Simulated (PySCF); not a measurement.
Constitutional and geometric isomers with formula CH2B2O. Isolated molecules, 0 K electronic values unless said otherwise. One relaxed conformer stands for each flexible species; it need not be the lowest. Strings in code marks are SMILES.

Quantity: vertical ionisation energy (energy after one electron is removed minus that of the parent at the parent's geometry), in eV.

Case: `C=BB=O`. Geometry of `B(=O)B=C` (neutral, multiplicity 1, Å):

```xyz
6

C     -1.3136    -0.0391     0.0061
B      0.0631     0.0035     0.0099
B      1.6858     0.0535     0.0151
O      2.8935     0.0947     0.0231
H     -1.9115     0.0341     0.9105
H     -1.8917    -0.1515    -0.9076
```

Give the vertical ionisation energy (energy after one electron is removed minus that of the parent at the parent's geometry) at the level B3LYP/6-31G* // r2SCAN-D4/def2-TZVP (PySCF).

9.65 eV.
